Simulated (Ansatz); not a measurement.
Stepwise reaction of `[F][Ga]([F])[F]` with hydrogen, as a gas-phase model of exchange steps in deposition or etching. ΔE in kJ/mol; ΔG adds harmonic PBE0-D4 terms to CCSD(T)/CBS, at 1 bar.

Isolated molecules relaxed with PBE0-D4/def2-TZVP in Ansatz; ΔE leaves out vibrations. CCSD(T)/CBS adds triple-zeta CCSD(T) − MP2 to the extrapolated MP2 energy (def2 sets, frozen cores). This one scheme is used for every species. DFT in def2-TZVPP. B3LYP here is the variant with VWN-RPA as its local correlation; programs differ in this. For Ga outer-core shells are correlated without core-valence functions, which leaves a few kJ/mol of doubt a bond. Scalar relativity is left out up to krypton.

```csv
step,reaction,PBE-D4,B3LYP-D4,ωB97M-V,CCSD(T)/CBS,ΔG(500 K)
1,`[F][Ga]([F])[F]` + H₂ → `[F][GaH][F]` + H–F,31.2,34.0,32.7,30.7,25.2
2,`[F][GaH][F]` + H₂ → `[F][GaH2]` + H–F,68.7,71.4,69.4,67.2,66.3
```

Question: Give the row of step 3, `[F][GaH2]` + H₂ → `[GaH3]` + H–F. (Estimate.)

Answer: Ansatz gave: 
```json
{"step": "3", "reaction": "`[F][GaH2]` + H₂ → `[GaH3]` + H–F", "PBE-D4": "84.3", "B3LYP-D4": "87.0", "ωB97M-V": "83.3", "CCSD(T)/CBS": "80.3", "ΔG(500 K)": "83.5"}
```

Question: By hand: ΔE of the 3 steps together at CCSD(T)/CBS.

Answer: (30.7) + (67.2) + (80.3) = 178.2 kJ/mol, or 59.4 kJ/mol a step.

In ΔE each step is higher than the one before. All are uphill at CCSD(T)/CBS. ΔG lies between 25.2 and 83.5 kJ/mol a step. PBE-D4 differs from CCSD(T)/CBS by 0.5 to 4.0 kJ/mol a step. Isolated molecules leave out the surface, adducts and barriers. Largest T1 diagnostic: 0.015.
